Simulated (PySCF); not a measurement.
**Do core-level shifts follow atomic charges?**

AlEt2(OMe), C5H13AlO.
Z-matrix (Å and degrees, PBE0-D3(BJ)/def2-SVP geometry), rows numbered from 1:
```
Al
C   1  1.9655
C   2  1.5288  1  117.35
H   2  1.1066  1  107.79  3  -125.35
H   2  1.1078  1  106.45  3   123.82
H   3  1.1029  2  112.52  1   177.60
H   3  1.1022  2  111.76  1   -62.21
H   3  1.1023  2  111.91  1    57.16
C   1  1.9590  2  122.84  3   174.64
C   9  1.5277  1  116.87  2  -178.79
H   9  1.1075  1  107.01  2    56.88
H   9  1.1072  1  107.39  2   -54.04
H  10  1.1030  9  112.39  1  -179.30
H  10  1.1013  9  111.68  1   -58.68
H  10  1.1014  9  111.65  1    60.20
O   1  1.7032  2  121.12  3    -6.46
C  16  1.3833  1  143.76  2     2.99
H  17  1.1067 16  112.76  1    44.00
H  17  1.1065 16  111.96  1   -76.75
H  17  1.1047 16  110.43  1   164.06
```

Binding energies: delta-SCF UKS SCAN, pcX-2 on the ionised atom, pcseg-1 elsewhere, spin-free X2C (PySCF 2.14.0). Charges: PBE0/pcSseg-1 (pcSseg-2 on Al) ground-state density, for the ionised atom.

```json
{"atom": "C2", "environment": "carbon bonded to Al, C and 2 H", "C 1s (eV)": "289.52", "Mulliken (e)": "-0.645", "IAO (e)": "-0.636", "Hirshfeld (e)": "-0.218", "ESP (e)": "-0.117"}
{"atom": "C3", "environment": "carbon bonded to C and 3 H", "C 1s (eV)": "290.48", "Mulliken (e)": "-0.277", "IAO (e)": "-0.390", "Hirshfeld (e)": "-0.119", "ESP (e)": "+0.006"}
{"atom": "C17", "environment": "carbon bonded to O and 3 H", "C 1s (eV)": "292.04", "Mulliken (e)": "+0.001", "IAO (e)": "-0.172", "Hirshfeld (e)": "-0.041", "ESP (e)": "-0.191"}
```

**Question.** Give the correlation coefficient and slope of binding energy on charge for each scheme.

**Answer.** IAO: r = 0.99, slope 5.4 eV per e; Hirshfeld: r = 0.98, slope 13.9 eV per e; Mulliken: r = 0.98, slope 3.8 eV per e; ESP: r = -0.50, slope -6.3 eV per e. On 3 points no scheme stands out.

**Question.** The point-charge model writes a binding energy as kq + V + constant, with V the potential of the other atoms' charges at the site. What does it give with the Hirshfeld charges?

**Answer.** V = Σ 14.40 eV Å × q/r over all other atoms: +2.72 eV at C2, +0.98 eV at C3, -0.17 eV at C17. Fitting binding energy − V to q gives k = 30.3 eV per e and leaves an rms residual of 0.16 eV, against 0.21 eV for the fit on q alone. The model has no term for differences in relaxation between sites.

Isolated species at its PBE0-D3(BJ)/def2-SVP geometry (one conformer only).
